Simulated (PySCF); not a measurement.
These compounds are isomers of formula C₅H₆F₂O₂.

A. `InChI=1S/C5H6F2O2/c6-5(7)4(3-9-5)1-8-2-4/h1-3H2`
B. `F[C@@H]1OC[C@@]12CO[C@@H]2F`
C. `FC(F)OC1=CCOC1`
D. SMILES CC(C)(C(=O)F)C(=O)F

Spectrum 1. 13C{1H} NMR (computed): δ 170.5 (C), 51.2 (C), 24.2 (CH3).

Spectrum 2. 13C{1H} NMR (computed): δ 131.4 (C), 75.2 (CH2), 73.9 (CH2), 53.9 (C).

Spectrum 3. 13C{1H} NMR (computed): δ 118.6 (CH), 116.0 (CH), 75.3 (CH2), 72.5 (CH2), 54.2 (C).

Spectrum 4. 13C{1H} NMR (computed): δ 157.1 (C), 122.9 (CH), 104.5 (CH), 80.5 (CH2), 77.5 (CH2).

PySCF 2.14.0 with density-fitted response routines calculation with GFN2-xTB structure and NMR shieldings at PBE0/pcSseg-1/GIAO; equivalent nuclei averaged, one computed conformer, non-relativistic Hamiltonian, in vacuum.

Scale: 13C vs TMS (reference shieldings calculated alike). Splittings of carbon signals by F and P are missing where no couplings were computed. Shifts are as computed. Against solution values, carbons near 30 ppm lie about +3 ppm off and those near 130 ppm about +5 ppm. Of 1211 compounds with measured shifts, 218 miss one by over three times the rms of a fit or turn the order of signals round; such compounds aren't used in these exercises.

Match each spectrum to its structure.

## Answers

1–D, 2–A, 3–B, 4–C.

- Spectrum 1 (D): 3 13C signals; δC 51.2 is a quaternary sp3 carbon α to a carbonyl; δC 24.2 is a methyl carbon.
- Spectrum 2 (A): 4 13C signals; δC 131.4 is a fully substituted sp3 carbon bonded to 2 F and O; δC 75.2 is an sp3 CH2 bonded to O.
- Spectrum 3 (B): 5 13C signals; δC 118.6 is an sp3 CH bonded to F and O; δC 116.0 is an sp3 CH bonded to F and O.
- Spectrum 4 (C): 5 13C signals; δC 157.1 is an alkene carbon bearing oxygen; δC 122.9 is an sp3 CH bonded to 2 F and O.
